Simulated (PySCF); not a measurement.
## Relaxation of septet Ti2Se

These are results of UB3LYP in PySCF with Se def2-SVP, Ti def2-SVP; no relativity; density-fitted integrals, not measurements. A (50,194) grid was used.

A hand-made bent start, of C2v symmetry, held to at least that symmetry:

```xyz
3
charge 0 multiplicity 7, angstrom
Se    0.0000    0.0000   -0.7884
Ti    2.0643    0.0000    0.6570
Ti   -2.0643    0.0000    0.6570
```

Optimiser trace:
```csv
step,E − E(last) (kJ/mol),largest gradient (Eh/bohr)
0,3.68,0.01011
1,1.73,0.00586
2,0.58,0.00170
3,0.52,0.00099
4,0.28,0.00139
5,0.11,0.00173
6,0.02,0.00101
7,0.00,0.00005
```

It ends at C2v with Se–Ti 2.463 Å (×2); Ti–Se–Ti 103.7°. No frequency check is given, so it may be a saddle point. Other isomers or separated fragments may lie lower.

Final geometry:
Z-matrix (Å, degrees; charge 0 multiplicity 7):
```
Se
Ti 1 2.4631
Ti 1 2.4631 2 103.70
```

Other spin states or occupations of the open shell can lie lower. At this level a quintet minimum of C2v symmetry lies 62 kJ/mol below this structure.

The relaxation took roughly 5 core-minutes on a shared host.
